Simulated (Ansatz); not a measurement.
One change: `[OH][InH][ZnH]` becomes `[OH][InH2]`.

Ansatz, PBE0-D4/def2-TZVP geometries, multiplicity 1. Each molecule was computed in one conformer, which needn't be the lowest.

Elements past krypton have def2 core potentials. Scalar relativity is left out up to krypton.

```tsv
property	`[OH][InH][ZnH]`
LUMO energy (ωB97M-V/def2-TZVPP) / eV	-0.58
LUMO energy (PBE0/def2-TZVPP) / eV	-2.11
size of the dipole moment (PBE/def2-TZVPP) / D	1.45
HOMO energy (PBE/def2-TZVPP) / eV	-5.98
ideal-gas entropy at 298 K and 1 bar (rigid rotor, harmonic PBE0-D4/def2-TZVP) / J/(mol·K)	338
HOMO–LUMO gap (PBE/def2-TZVPP) / eV	3.21
```

Q: What does the change do to each property? (Best estimate.)

A: Computed: 
```json
{"property": "LUMO energy (ωB97M-V/def2-TZVPP) / eV", "`[OH][InH2]`": "-0.04", "shift": "0.54"}
{"property": "LUMO energy (PBE0/def2-TZVPP) / eV", "`[OH][InH2]`": "-1.48", "shift": "0.63"}
{"property": "size of the dipole moment (PBE/def2-TZVPP) / D", "`[OH][InH2]`": "1.63", "shift": "0.18"}
{"property": "HOMO energy (PBE/def2-TZVPP) / eV", "`[OH][InH2]`": "-6.73", "shift": "-0.75"}
{"property": "ideal-gas entropy at 298 K and 1 bar (rigid rotor, harmonic PBE0-D4/def2-TZVP) / J/(mol·K)", "`[OH][InH2]`": "276", "shift": "-62"}
{"property": "HOMO–LUMO gap (PBE/def2-TZVPP) / eV", "`[OH][InH2]`": "4.54", "shift": "1.33"}
```

With PBE0 the HOMO falls by 1.28 eV and the LUMO rises by 0.63 eV, so the gap widens by about 1.91 eV. PBE moves the HOMO by -0.75 eV and ωB97M-V by -1.55 eV. The zero-point energy changes by -1.2 kJ/mol with -3 modes. Dipoles are sizes alone; their direction can turn.
